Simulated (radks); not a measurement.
Task: These are the eigenvalues of the occupied orbitals of an atom or ion with whole-number occupations (hartree). Calculated with a radial shooting solver on a logarithmic mesh with Libxc functionals: scalar-relativistic Kohn-Sham, PBE, spin-polarised, spherical densities, finite nucleus; Fermi nuclear charge, rms radius of each element as measured or else 0.836 A^(1/3) + 0.57 fm.

1s up: -400.8732
1s down: -400.8347
2s up: -70.35612
2s down: -70.31966
2p up: -64.55624
2p down: -64.50792
3s up: -24.96985
3s down: -24.70298
3p up: -23.14286
4f up: -10.14500

Which element is it, and in what charge state? The configuration may be excited. Open shells, if any, are filled with parallel spins first.

Result: Z = 31, gallium, charge +17: Ga17+ in [Ne] 3s2 3p1 4f1. The list shows which subshells hold electrons but not how many an open one holds; the 1s level, -400.87 hartree, gives Z - s = 28.3 by -(Z - s)^2/2, which with screening and relativity narrows Z to a few neighbours, and the depths of the outer levels then fix element, charge and occupations together.
